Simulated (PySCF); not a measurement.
SMILES CBC (PBE0/def2-SVP optimised geometry):

```
10

B      0.293     0.000     0.000
H      1.511     0.000     0.000
C     -0.441     1.380     0.000
H      0.066     2.151     0.601
H     -1.511     1.345     0.256
H     -0.371     1.740    -1.048
C     -0.441    -1.379     0.000
H     -0.373    -1.737     1.049
H      0.067    -2.151    -0.599
H     -1.511    -1.344    -0.257
```

Method: PBE0/def2-TZVP run with PySCF.

**Question.** What are the frontier orbital energies and the dipole moment?

**Answer.** HOMO-2 -10.73 eV, HOMO-1 -8.91 eV, HOMO -8.61 eV, LUMO -0.59 eV, LUMO+1 1.07 eV; dipole moment 0.45 D.

On the same geometry PBE/def2-TZVP (PySCF) gives HOMO-2 -9.28 eV, HOMO-1 -7.50 eV, HOMO -7.22 eV, LUMO -1.63 eV, LUMO+1 0.36 eV; dipole moment 0.48 D.

Meta-Löwdin charges at PBE0/def2-TZVP: B1 0.15, H2 -0.01, C3 -0.46, H4 0.13, H5 0.12, H6 0.15, C7 -0.46, H8 0.15, H9 0.13, H10 0.12.
